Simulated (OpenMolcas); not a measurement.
# 4d6 along the 42-electron sequence

```yaml
Program: OpenMolcas
Method: MS-CASPT2, IPEA 0.25 Eh, imaginary shift 0.1 Eh
Basis: ANO-R3
Scalar_Hamiltonian: X2C, finite nucleus
Spin-orbit_coupling: state interaction with AMFI integrals over the reference wave functions, term energies averaged over their components
```

Active space for each ion: 6 electrons in 5 orbitals (4d); closed shells correlated by CASPT2: 4s 4p.

Computed levels in cm-1 above 5D4:

| Level | Ru2+ | Pd4+ | Ag5+ |
| --- | --- | --- | --- |
| 5D3 | 1175 | 2010 | 2570 |
| 5D2 | 1867 | 3080 | 3840 |
| 5D1 | 2320 | 3830 | 4780 |
| 5D0 | 2540 | 4180 | 5220 |
| 3P2(1) | 15320 | 19550 | 21450 |
| 3H6 | 15580 | 20020 | 22100 |
| 3H5 | 15840 | 20330 | 22400 |
| 3F3(1) | 17380 | 22550 | 24960 |
| 3F2(1) | 17900 | 23350 | 25890 |
| weight of 5D in the lowest level (%) | 99 | 98 | 97 |

Mixed levels, with the weight of the term that names them: Ag5+ 3H5 (73 %), Ag5+ 3F3(1) (74 %).

Measured, with the error of the calculation in %. Measured levels: Ru2+ from Moore, Atomic Energy Levels, vol. III, NSRDS-NBS 35 (1971 reprint of NBS Circular 467, 1958); Ag5+ from the list in Gamrath, thesis, University of Mons (2023).

```tsv
Level	Ru2+	Ag5+
5D3	1159 (+1.4)	2692 (-4.4)
5D2	1826 (+2.2)	3953 (-3.0)
5D1	2266 (+2.4)	4941 (-3.2)
5D0	2476 (+2.5)	5380 (-3.1)
3P2(1)		21042 (+2.0)
3H6		21512 (+2.7)
3H5		21812 (+2.7)
3F3(1)		24441 (+2.1)
3F2(1)		25306 (+2.3)
```

The fine-structure level 5D0 changes by a factor of 2.06 from Ru2+ to Ag5+. Its fourth root runs 7.10, 8.04, 8.50, with steps per unit of Z of 0.47, 0.46; equal steps would mean a (Z - σ)^4 law with constant σ.

3P2(1) changes by a factor of 1.4 over the same range, with steps per unit of Z of +2120, +1900 cm-1.

CASPT2 breaks the degeneracy within a term, and the mean is taken; among the terms shown or strongly mixed into the levels shown the widest spread is 430 cm-1 (4d6 3G, Pd4+). Levels of configurations with an s electron are missing; early in the row they begin among the upper levels of the d shell and mix with terms of their name (holds for Ru2+). Computed and measured levels are paired by configuration, term and J; levels that our copy of the source lacks, or whose pairing is in doubt (as where it misses far off the trend of its configuration), stay unpaired and out of the deviations. Levels of configurations outside the active space are missing.

A number in round brackets counts repeated terms of one configuration in the order of the reference energies.
